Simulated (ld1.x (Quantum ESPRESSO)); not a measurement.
## Zn: excitation energies, all-electron against PAW

```json
{
  "Element": "zinc (Zn)",
  "Generator": "ld1.x (Quantum ESPRESSO) 7.5",
  "Type": "PAW",
  "Functional": "PBE",
  "Relativity": "scalar-relativistic",
  "Frozen core": "[Ne] 3s2",
  "Valence charge": "18",
  "Reference configuration": "3p6 3d10 4s2 4p0",
  "Partial waves": "4s (bound): rcut 1.45, rcutus 1.85 bohr; 4s channel at 2.05 Ry: rcut 1.45, rcutus 1.85 bohr; 3p (bound): rcut 1.00, rcutus 1.15 bohr; 4p (bound, empty): rcut 1.00, rcutus 1.15 bohr; 3d (bound): rcut 1.05, rcutus 1.25 bohr; 3d channel at 2.45 Ry: rcut 1.05, rcutus 1.25 bohr",
  "Local potential": "all-electron potential smoothed inside 1.40 bohr (lloc = -1)",
  "Core correction": "Bessel-smoothed model core inside 1.15 bohr",
  "Augmentation charge": "BG, radius 1.05 bohr"
}
```

Energies are relative to the spin-unpolarised reference configuration 3p6 3d10 4s2 4p0; without spin polarisation the order of configurations can differ from experiment. Not all tests gave a result: 1 of 7 tests not solved or not reliable. Left out of the table: 3p6 3d9 4s0 4p0 (solver errors, printed error -3622 eV). The frozen-core shift is the all-electron ΔE with the core orbitals held at their reference shape minus the fully relaxed ΔE.

| valence configuration | charge | ΔE all-electron (eV) | error AE − PS (meV) | frozen-core shift (meV) |
| --- | --- | --- | --- | --- |
| 3p6 3d10 4s1 4p0 | +1 | 9.888 | +1.0 | +1.6 |
| 3p6 3d10 4s0 4p0 | +2 | 28.331 | +8.0 | +4.7 |
| 3p6 3d9 4s2 4p1 | 0 | 12.244 | +49 | +13 |
| 3p6 3d10 4s0 4p2 | 0 | 10.558 | +4.1 | +1.8 |

**Question.** What are ΔE and the potential's error for 3p5 3d10 4s2 4p0?

**Answer.** ΔE = 92.032 eV all-electron; the error (AE − PS) is -31 meV.

**Question.** What are ΔE and the potential's error for 3p6 3d10 4s0 4p1?

**Answer.** ΔE = 16.212 eV all-electron; the error (AE − PS) is +5.0 meV.
